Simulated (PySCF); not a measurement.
methanethiol (CH$_{4}$S), singlet, geometry from GFN2-xTB; TPSS/STO-3G run with PySCF.

The PySCF input:
```python
from pyscf import gto, scf, dft

mol = gto.M(
    atom='''
C    -0.059275    1.156018    0.011080
S    -0.042901   -0.665262   -0.006996
H     1.281893   -0.797104    0.002348
H    -1.103113    1.452306    0.005641
H     0.424446    1.517500    0.913197
H     0.438843    1.535384   -0.875729
''',
    basis='sto-3g',
    charge=0,
    spin=0,
    verbose=4,
)

mf = dft.RKS(mol)
mf.xc = 'tpss'
mf.kernel()
```

What the program printed (banner, timings and long lists left out):

```
PySCF version 2.14.0

[INPUT] verbose = 4
[INPUT] num. atoms = 6
[INPUT] num. electrons = 26
[INPUT] charge = 0
[INPUT] spin (= nelec alpha-beta = 2S) = 0
[INPUT] symmetry False subgroup None
[INPUT] Mole.unit = angstrom
[INPUT] Symbol           X                Y                Z      unit          X                Y                Z       unit  Magmom
[INPUT]  1 C     -0.059275000000   1.156018000000   0.011080000000 AA   -0.112013516034   2.184557415067   0.020938165460 Bohr   0.0
[INPUT]  2 S     -0.042901000000  -0.665262000000  -0.006996000000 AA   -0.081071140470  -1.257162981080  -0.013220523967 Bohr   0.0
[INPUT]  3 H      1.281893000000  -0.797104000000   0.002348000000 AA    2.422426690997  -1.506308252795   0.004437076940 Bohr   0.0
[INPUT]  4 H     -1.103113000000   1.452306000000   0.005641000000 AA   -2.084581454447   2.744460589063   0.010659945069 Bohr   0.0
[INPUT]  5 H      0.424446000000   1.517500000000   0.913197000000 AA    0.802086694667   2.867659394027   1.725692227774 Bohr   0.0
[INPUT]  6 H      0.438843000000   1.535384000000  -0.875729000000 AA    0.829293081683   2.901455256039  -1.654887969339 Bohr   0.0

nuclear repulsion = 56.4091373486565
number of shells = 12
number of NR pGTOs = 54
number of NR cGTOs = 18
basis = sto-3g
ecp = {}

******** <class 'pyscf.dft.rks.RKS'> ********
method = RKS
initial guess = minao
damping factor = 0
level_shift factor = 0
DIIS = <class 'pyscf.scf.diis.CDIIS'>
diis_start_cycle = 1
diis_space = 8
diis_damp = 0
SCF conv_tol = 1e-09
SCF conv_tol_grad = None
SCF max_cycles = 50
direct_scf = True
direct_scf_tol = 1e-13
XC library pyscf.dft.libxc version 7.1.2
    S. Lehtola, C. Steigemann, M. J. T. Oliveira, and M. A. L. Marques,  SoftwareX 7, 1–5 (2018)
XC functionals = tpss
    J. Tao, J. P. Perdew, V. N. Staroverov, and G. E. Scuseria,  Phys. Rev. Lett. 91, 146401 (2003)
    J. P. Perdew, J. Tao, V. N. Staroverov, and G. E. Scuseria,  J. Chem. Phys. 120, 6898 (2004)
    J. Tao, J. P. Perdew, V. N. Staroverov, and G. E. Scuseria,  Phys. Rev. Lett. 91, 146401 (2003)
    J. P. Perdew, J. Tao, V. N. Staroverov, and G. E. Scuseria,  J. Chem. Phys. 120, 6898 (2004)
radial grids:
    Treutler-Ahlrichs [JCP 102, 346 (1995); DOI:10.1063/1.469408] (M4) radial grids

becke partition: Becke, JCP 88, 2547 (1988); DOI:10.1063/1.454033
pruning grids: <function nwchem_prune>
grids dens level: 3
symmetrized grids: False
atomic radii adjust function: <function treutler_atomic_radii_adjust>
small_rho_cutoff = 0
Set gradient conv threshold to 3.16228e-05
Initial guess from minao.
tot grids = 72232
init E= -433.594503682919
  HOMO = -0.213407001100937  LUMO = 0.101132253513956  gap/eV = 8.55905
cycle= 1 E= -433.826048550099  delta_E= -0.232  |g|= 0.161  |ddm|= 2.81
  HOMO = -0.0406653466147632  LUMO = 0.234314930818774  gap/eV = 7.48259
cycle= 2 E= -433.831583377226  delta_E= -0.00553  |g|= 0.122  |ddm|= 0.61
  HOMO = -0.0763358641754878  LUMO = 0.2094377643208  gap/eV = 7.77630
cycle= 3 E= -433.838608511413  delta_E= -0.00703  |g|= 0.0149  |ddm|= 0.271
  HOMO = -0.0760594252860216  LUMO = 0.207416152086205  gap/eV = 7.71376
cycle= 4 E= -433.838674917963  delta_E= -6.64e-05  |g|= 0.00438  |ddm|= 0.025
  HOMO = -0.0763083614393345  LUMO = 0.207800995763177  gap/eV = 7.73101
cycle= 5 E= -433.838681754656  delta_E= -6.84e-06  |g|= 0.000537  |ddm|= 0.00861
  HOMO = -0.0762167384250119  LUMO = 0.207795746813964  gap/eV = 7.72837
cycle= 6 E= -433.838681906715  delta_E= -1.52e-07  |g|= 2.7e-05  |ddm|= 0.00144
  HOMO = -0.076225635993216  LUMO = 0.207788992582062  gap/eV = 7.72843
cycle= 7 E= -433.838681907149  delta_E= -4.35e-10  |g|= 7.93e-07  |ddm|= 7.8e-05
  HOMO = -0.0762253538060016  LUMO = 0.207789240036518  gap/eV = 7.72843
Extra cycle  E= -433.83868190715  delta_E= -5.68e-13  |g|= 2.23e-07  |ddm|= 2.26e-06
converged SCF energy = -433.83868190715
```
